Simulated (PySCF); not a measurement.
Trend along group 14: MSe molecules

PBE0 with triple-zeta basis sets in PySCF, for the lowest determinant that a PBE0 search found; no spin–orbit coupling. De refers to high-spin ground-configuration atoms. A positive dipole means M(−)Se(+).

| M | basis | state (unpaired electrons) | Re (Å) | ωe (cm⁻¹) | De (eV) | μ (D) |
| --- | --- | --- | --- | --- | --- | --- |
| C | x2c-TZVPPall | singlet (closed shell) | 1.666 | 1083 | 6.07 | 2.13 |
| Si | x2c-TZVPPall | singlet (closed shell) | 2.057 | 592 | 5.50 | -1.38 |
| Ge | x2c-TZVPPall | singlet (closed shell) | 2.135 | 415 | 5.08 | -1.93 |
| Sn | def2-TZVPP | singlet (closed shell) | 2.325 | 339 | 4.60 | -3.13 |
| Pb | def2-TZVPP | singlet (closed shell) | 2.402 | 294 | 4.30 | -3.92 |

The shortest bond is that of CSe (1.666 Å), the longest that of PbSe (2.402 Å).

The rows differ in basis set, which adds steps of its own.

Down a group the atoms grow and get heavier, so bonds lengthen and wavenumbers fall; this series shows no clear exception.

These are scalar-relativistic numbers at best; spin–orbit coupling would shift them, the dissociation energy most.
